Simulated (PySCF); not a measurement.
Species: C₇H₆F₄.
Structure used (PBE0-D3(BJ)/def2-SVP), in Å, numbered top down from 1:
```
atom  x, y, z in Å
C1     1.4488   -3.0355    0.6793
C2     1.0529   -1.8152    1.0728
C3     0.4142   -0.8553    0.1984
C4     0.0121    0.3646    0.6154
C5    -0.6353    1.3839   -0.1891
C6    -1.0107    2.5690    0.3212
F7    -0.8104    2.8653    1.5938
C8    -0.9024    1.1404   -1.6480
F9     0.2302    0.9218   -2.3232
F10   -1.6772    0.0667   -1.8313
F11   -1.5162    2.1759   -2.2292
H12    1.9266   -3.7318    1.3718
H13    1.3047   -3.3729   -0.3518
H14    1.2104   -1.5054    2.1127
H15    0.2633   -1.1627   -0.8410
H16    0.1759    0.6421    1.6608
H17   -1.4973    3.3670   -0.2421
```

Computed, not measured: PBE0-D3(BJ)/def2-SVP geometry optimisation, gas phase in PySCF 2.14.0.

Take the most abundant isotopes and a rigid rotor. The values belong to one conformer with, in the numbering `[CH2:1]=[CH:2]/[CH:3]=[CH:4]/[C:5](=[CH:6]\[F:7])[C:8]([F:9])([F:10])[F:11]`, C1–C2–C3–C4 179°, C3–C4–C5–C6 179°.

Question: Give the principal moments of inertia and the rotational constants in MHz.

Answer: Ia = 364.43, Ib = 700.32, Ic = 977.14 u·Å²; 505379 MHz·u·Å²/I gives A = 1387, B = 721.6, C = 517.2 MHz.

Question: What kind of rotor is it?

Answer: An asymmetric top; Ray's κ = -0.530.

Question: Is it planar, by Δ = Ic − Ia − Ib?

Answer: Not planar: Δ = Ic − Ia − Ib = -87.62 u·Å². For a rigid frame Δ = −2 Σ m c², so Σ m c² = 43.81 u·Å² lies off the ab plane: 0.00 from hydrogen and 43.81 from heavier atoms. The atom farthest from that plane is 1.09 Å away.

Question: Give the other two planar moments, Paa and Pbb, and the rms extents of the mass along the axes.

Answer: Paa = Σ m a² = (Ib + Ic − Ia)/2 = 656.52 and Pbb = Σ m b² = (Ia + Ic − Ib)/2 = 320.62 u·Å². With the mass M = 166.04 u, the rms extents √(P/M) along a, b and c are 1.99, 1.39, 0.51 Å.

Question: Where do the levels up to J = 2 lie, in cm⁻¹?

Answer: Above 0(0,0):
J = 1: 1(0,1) 0.0413, 1(1,1) 0.0635, 1(1,0) 0.0703
J = 2: 2(0,2) 0.1226, 2(1,2) 0.1393, 2(1,1) 0.1598, 2(2,1) 0.2264, 2(2,0) 0.2277
The levels of one J sum to (2J + 1)J(J + 1)(A + B + C)/3.

Question: Which lines would a microwave search look for?

Answer: The dipole components are |μa| = 0.35 D, |μb| = 0.91 D, |μc| = 0.01 D. The squared components, which scale the intensities, stand as 0.15 : 1.00 : 0.00 (a : b : c). Some lines, for components of 0.1 D or more:

| type | branch | J(Ka,Kc) | MHz | lower level (cm⁻¹) |
| --- | --- | --- | --- | --- |
| a | Q | 2(1,1) ← 2(1,2) | 613 | 0.139 |
| a | R | 1(0,1) ← 0(0,0) | 1239 | 0.000 |
| b | R | 2(0,2) ← 1(1,1) | 1772 | 0.064 |
| b | R | 1(1,1) ← 0(0,0) | 1904 | 0.000 |
| a | R | 2(1,2) ← 1(1,1) | 2273 | 0.064 |
| a | R | 2(0,2) ← 1(0,1) | 2437 | 0.041 |
| b | Q | 2(2,1) ← 2(1,2) | 2609 | 0.139 |
| a | R | 2(1,1) ← 1(1,0) | 2682 | 0.070 |
| b | R | 2(1,2) ← 1(0,1) | 2938 | 0.041 |
| b | R | 2(2,0) ← 1(1,1) | 4922 | 0.064 |

No frequency check. No vibrational averaging or centrifugal distortion is included, and the geometry carries the error of its method.

Cost: about 7 min of CPU time on one thread; the machine was shared, so the figure is rough. That covers the optimisation of the geometry.
